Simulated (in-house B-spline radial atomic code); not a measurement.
## Binding energies in the cobalt ion Co²⁺

NIST's tabulated ground configuration is [Ar] 3d7; each binding energy is the energy of the ion with one electron taken from that subshell, relaxed, less that of the parent. Computed with an all-electron radial atomic-structure program (B-spline basis): Dirac-Kohn-Sham PBE0, spherical fractional occupations, Fermi nucleus of rms radius 3.7875 fm. Energies include first-order Breit, QED and recoil terms.

Caution: exact exchange at fractional occupations of open shells leaves self-interaction of up to several eV.

| subshell | X-ray name | binding energy (eV) | -ε (eV) | relaxation (eV) |
| --- | --- | --- | --- | --- |
| 1s | K | 7787.7 | 7658.7 | -140.2 |
| 2s | L1 | 954.8 | 935.4 | -20.4 |
| 2p1/2 | L2 | 837.2 | 813.0 | -25.1 |
| 2p3/2 | L3 | 825.3 | 798.1 | -27.8 |
| 3s | M1 | 136.4 | 128.1 | -8.4 |
| 3p1/2 | M2 | 99.13 | 91.02 | -8.21 |
| 3p3/2 | M3 | 98.11 | 89.13 | -9.03 |
| 3d | M4,5 | 36.89 | 28.24 | -8.65 |

Relaxation = -ε minus the binding energy without Breit, QED and recoil terms. With a density functional, K lines can miss by some tenths of a per cent, more in light atoms. For a density functional the relaxation so defined is negative, because -ε of a Kohn-Sham level is smaller than the binding energy.

Emission lines follow as differences of binding energies, with λ = 12398.42 eV·Å / E:

| line | holes | energy (eV) | wavelength (Å) |
| --- | --- | --- | --- |
| K-L3 | 1s → 2p3/2 | 6962.4 | 1.7808 |
| K-L2 | 1s → 2p1/2 | 6950.5 | 1.7838 |
| K-M3 | 1s → 3p3/2 | 7689.6 | 1.6124 |
| L1-M3 | 2s → 3p3/2 | 856.7 | 14.472 |
| L3-M1 | 2p3/2 → 3s | 688.9 | 17.997 |

Problem. What screening constant σ does Moseley's law, E = (3/4)·13.6057 eV·(Z - σ)², need for K-L3?

Solution. σ = 0.88.

Problem. What does it cost to remove both a 1s and a 3p1/2 electron?

Solution. 7914.5 eV, which is 27.68 eV more than the two single binding energies together.

Problem. What does it cost to remove both a 2s and a 3d electron?

Solution. 1014.6 eV, which is 22.94 eV more than the two single binding energies together.

Problem. What does it cost to remove both a 2p1/2 and a 3p3/2 electron?

Solution. 960.1 eV, which is 24.82 eV more than the two single binding energies together.
